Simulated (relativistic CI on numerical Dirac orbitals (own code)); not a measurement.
## Ge³⁺: q coefficients and field-shift factors

Method of calculation: Dirac-Coulomb-Breit CI, KLI orbitals optimised for each configuration, valence Slater integrals scaled by 0.85, P86 correlation energy added to each configuration, derivatives by finite differences, QED left out (own radial code, finite nucleus).

Configuration list (outside the closed core [Ar]): 3d10 4s, 3d10 4p, 3d10 4d, 3d10 4f, 3d10 5s, 3d9 4s2, 3d10 5p, 3d10 5d. Levels of other configurations are missing.

With x = (α/α₀)² − 1 an excitation energy changes as ω = ω₀ + qx; K = 2q/ω₀ is the relative enhancement. Terms are leading LS components, so labels can repeat. The field-shift factor is F = δν/δ⟨r²⟩ for the transition from the lowest level.

Lowest level 3d10 4s 2S_1/2.

```
          Level  ω₀ (cm⁻¹)  q (cm⁻¹)  F (GHz/fm²)
3d10 4p 2P°_1/2    79995.5      2321        -3.38
3d10 4p 2P°_3/2    82580.4      4997        -3.39
 3d10 4d 2D_3/2   185332.2      5332        -3.25
 3d10 4d 2D_5/2   185564.1      5548        -3.24
 3d10 5s 2S_1/2   193908.4      3788         -2.2
 3d9 4s2 2D_5/2   213210.4    -13020          5.4
 3d9 4s2 2D_3/2   217588.9     -8730         5.43
3d10 5p 2P°_1/2   221068.9      4367        -3.21
3d10 5p 2P°_3/2   221935.1      5262        -3.21
3d10 4f 2F°_7/2   253746.1      5380        -3.16
3d10 4f 2F°_5/2   253752.6      5386        -3.16
 3d10 5d 2D_3/2   261809.6      5377        -3.16
 3d10 5d 2D_5/2   261915.0      5485        -3.16
```

Correlation outside the listed configurations is missing or only estimated: errors of thousands of cm⁻¹ between configurations and terms are usual at this charge. Rates and lifetimes follow the computed energies and can be off by large factors. The fine structure of a lone outer electron comes out too small, for d and f at times inverted, and misplaced configurations move strength between like terms.

Problem. Which transition from the lowest level has the largest |K|?

Solution. 3d9 4s2 2D_5/2 at 213210.4 cm⁻¹, K = -0.122.
